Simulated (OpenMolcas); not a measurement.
Ti3+ with 6 ligands (fluoride) in octahedral coordination (Oh) at 1.93 Å. A charge of +0.5 e stands 2.6 Å behind each ligand. Ligand basis ANO-RCC-VDZP.
```
Ti    0.0000    0.0000    0.0000
F     1.9300    0.0000    0.0000
F     0.0000    1.9300    0.0000
F    -1.9300    0.0000    0.0000
F     0.0000   -1.9300    0.0000
F     0.0000    0.0000    1.9300
F     0.0000    0.0000   -1.9300
```

```json
{
  "Program": "OpenMolcas",
  "Method": "CASSCF",
  "Basis": "ANO-RCC-VDZP [5s4p2d1f]",
  "Scalar Hamiltonian": "DKH2, point nucleus",
  "Active space": "1 electron in 5 orbitals (3d)",
  "State averaging": "2S+1 = 2 even, 5 roots",
  "Spin-orbit coupling": "state interaction with AMFI integrals over the reference wave functions"
}
```

(1) What is the spin-free ground state (labels of O, the rotations of Oh)?

(2) Where is the first state of the same spin?

(3) What are the lowest two levels with spin-orbit coupling?

(4) What is χT at 300 K, and how does it compare with the textbook value?

(5) Which ligand-field parameters describe the states?

## Answers

(1) 2T2, 3-fold in its orbital part; it has the highest spin that d1 allows.

(2) 2E at 17500 cm-1 above the ground state.

(3) A 4-fold level Γ8, then a 2-fold level Γ7 218.7 cm-1 above it. Their leading multiplicities are 2 (100 %) and 2 (100 %).

(4) The lowest level has 2S+1 = 2, for which the spin-only value is χT = S(S+1) / 2 = 0.375 cm3 K/mol (g = 2). The computed 0.444 at 300 K differs by +0.069, through orbital momentum, spin-orbit coupling and any other state in reach. With a threefold ground state the orbital momentum is unquenched, so the spin-only value is not expected to hold.

(5) The gap between the two states is 10Dq = 17490 cm-1. 

An orbital triplet at a regular site is open to Jahn-Teller coupling, which can distort the site and quench the lowest spin-orbit gaps and is left out. Ligand-to-metal charge-transfer states are missing. With metal d orbitals alone and no dynamic correlation the field as a rule comes out too small, by tens of per cent, by up to half for chloride and softer ligands. The distance lies 3 % under the 1.98 Å that this model takes as the normal distance (a Shannon-type radius plus a fixed donor radius); by an R⁻⁵ law this alone changes a d-shell field by about +14 %. No measured value stands beside these numbers; the geometry is a model, was not optimised and need not be the one that this ion takes.
